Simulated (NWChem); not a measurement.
# BHOBrF; SMILES OB(F)Br

```xyz
5

B      0.0173    -0.9473     0.0000
F     -1.1333    -1.6126     0.0000
Br    -0.0182     0.9837     0.0000
O      1.2060    -1.5792     0.0000
H      1.1026    -2.5449     0.0000
```
Atoms are numbered in this order, from 1.

Program: NWChem. Coordinates come from a B3LYP/6-31G* (spherical d) optimisation. Vertical excitations in the gas phase.

### Question
Estimate the computed values for Hartree-Fock/def2-SVPD, CIS. Quantities: lowest excitation, singlet (eV); oscillator strength of that lowest state; lowest state with f > 0.02, singlet (eV); oscillator strength of that bright state; orbital gap (eV).

### Answer
The lowest excitation, singlet (eV) is 8.50 and the oscillator strength of that lowest state is 0.056. The lowest state with f > 0.02, singlet (eV) comes out as 8.50 and the oscillator strength of that bright state is 0.056. The orbital gap (eV) is 13.18.
